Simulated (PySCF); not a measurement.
## Working with the constants of IO⁻

RHF-CCSD(T) constants of IO⁻, ¹Σ⁺ (singlet), closed shell (basis I aug-cc-pVDZ-PP with ECP28, O aug-cc-pVDZ; scalar-relativistic core potentials; PySCF 2.14; masses 126.9045 and 15.9949 u):

* ωe: 553.8 cm⁻¹
* ωexe: 3.66 cm⁻¹
* Be: 0.29509 cm⁻¹
* αe: 0.00248 cm⁻¹
* De to I⁻ + O: 1.30 eV

Q: What force constant and bond length do these constants imply?

A: Reduced mass μred = 14.205 u; k = 5.8918×10⁻⁷·μred·ωe² (u, cm⁻¹, mdyn/Å) = 2.57 mdyn/Å; Re = √(16.8576/(μred·Be)) (u, cm⁻¹, Å) = 2.005 Å.

Q: Estimate the centrifugal constant D from the Kratzer relation and find the Dunham coefficient a1.

A: D = 4Be³/ωe² = 3.35e-07 cm⁻¹; a1 = −1 − αeωe/(6Be²) = -3.63.

Correlated steps freeze 5 core orbitals. Correlated levels converge slowly with the basis: in double zeta they bind strong bonds too weakly, by up to about 1 eV, and carry superposition errors of some tenths. These are scalar-relativistic numbers at best; spin–orbit coupling would shift them, the dissociation energy most. For an ion De counts to the pair picked by the measured ionisation energies or electron affinities, which need not be the lowest pair at this level. Where the molecule has an RHF reference, its open-shell atoms are computed with UHF.
